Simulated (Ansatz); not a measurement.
Geometry optimisation, RKS PBE0/STO-3G (Ansatz).

The input (input.yaml):

```yaml
crystal:
  periodic: [false, false, false]
  atoms:
    - { symbol: "N", position_ang: [0.0445, 1.31126, -0.52403] }
    - { symbol: C, position_ang: [-0.04859, 0.08909, 0.17255] }
    - { symbol: Si, position_ang: [0.05129, -1.54835, -0.48849] }
    - { symbol: S, position_ang: [-0.37594, 0.2835, 1.91574] }
    - { symbol: H, position_ang: [-0.6259, 2.00045, -0.20199] }
    - { symbol: H, position_ang: [-0.00967, 1.19475, -1.52704] }
    - { symbol: H, position_ang: [0.32037, -0.43161, -0.7111] }
    - { symbol: H, position_ang: [0.11959, -2.68619, 0.39803] }
    - { symbol: H, position_ang: [0.6564, 1.09067, 2.17679] }
basis:
  gaussian: { orbitals: STO-3G }
hamiltonian:
  xc: pbe0
relax:
  f_tol: 0.02
  max_steps: 50
output:
  orbitals: {}
```

Command:

```bash
$ ansatz run input.yaml --threads 1 --pin off --max-ram 2048MiB --backend cpu --events-out ev --progress --plain --runs-dir out
```

Question: Where does it end, and by what steps?

Answer: It converged. Limits of this set-up: minimal basis. After 45 steps the energy has fallen by 8.460 eV; Si3 moved furthest, 1.50 Å. The start is strongly strained (largest force component 12 eV/Å), so its close contacts needn't be bonds. Parted: Si3–H7 (1.17 → 2.67 Å). Joined: Si3–S4 (3.05 → 2.31 Å).

```
step  energy less start (eV)  largest force component (eV/Å)  accepted
   0                  0.0000                          11.920       yes
   2                 -5.4116                           3.122       yes
   4                 -6.4849                           0.631       yes
   6                 -6.6687                           0.502       yes
   8                 -6.8181                           1.553       yes
  10                 -7.2224                           0.892       yes
  12                 -7.1864                           2.449        no
  14                 -7.4082                           0.155       yes
  16                 -7.4206                           0.137       yes
  18                 -7.4318                           0.186       yes
  20                 -7.4603                           0.202       yes
  22                 -7.4725                           0.100       yes
  24                 -7.4746                           0.134       yes
  26                 -7.4754                           0.873        no
  28                 -7.4974                           0.627       yes
  30                 -7.7120                           1.276       yes
  32                 -8.2391                           0.957       yes
  34                 -8.3847                           0.505       yes
  36                 -8.4217                           1.092       yes
  38                 -8.4509                           0.124       yes
  40                 -8.4457                           0.413        no
  42                 -8.4583                           0.075        no
  44                 -8.4595                           0.034       yes
  45                 -8.4596                           0.012       yes
```

```xyz
9
Properties=species:S:1:pos:R:3
N -0.059 1.387 -0.474
C 0.257 -0.005 -0.144
Si -1.083 -1.241 0.439
S 0.518 -0.210 1.753
H -0.995 1.425 -0.943
H 0.629 1.755 -1.171
H 1.205 -0.331 -0.600
H -0.120 -2.358 0.271
H -0.220 0.883 2.079
```

Whether the end is a true minimum wasn't checked by a vibrational analysis.

Run time: 100 s on 1 thread of Arm Neoverse V1, with other jobs on the host, peak memory 0.14 GiB.
